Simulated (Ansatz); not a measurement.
`N#CO[SiH3]` + `[OH][Sn][O][SiH3]` → `[SiH3][O][Sn][O][SiH3]` + `N#CO`  (ligand exchange at the Si–O bond)

Gas-phase electronic energies from Ansatz, PBE0-D4/def2-TZVP geometries. CBS: MP2 limit from def2 TZ/QZ plus the TZ coupled-cluster correction, frozen cores. This one scheme is used for every species. Functionals use def2-TZVPP. B3LYP here is the variant with VWN-RPA as its local correlation; programs differ in this. def2 core potentials past Kr. For Sn outer-core shells are correlated without core-valence functions, which leaves a few kJ/mol of doubt a bond. Each species was taken in one conformer, which may not be the lowest.

```csv
level,ΔE (kJ/mol)
B3LYP,-6.2
CCSD/CBS(def2),-13.8
```

What does CCSD(T)/CBS give? (Estimate.)

Ansatz gave: -13.2 kJ/mol. The listed levels differ from it by 7.0, -0.6 kJ/mol.

Largest T1 diagnostic among the species: 0.016.

From BLYP to BHLYP (50 % exact exchange), in def2-TZVPP and without D4, ΔE moves by −8.0 kJ/mol. The D4 term adds −8.2 kJ/mol with B3LYP and −4.8 kJ/mol with PBE0; it sums over pairs of atoms, weighted by their polarisabilities, and B3LYP, whose exchange is more repulsive, gets the larger term. Leaving LDA and LC-ωPBE aside and taking each functional with its dispersion term where it has one, the values, not all of them listed here, spread over 10.8 kJ/mol, from BHLYP-D4 to B2PLYP. LDA lies −4.0 kJ/mol from PBE without D4.
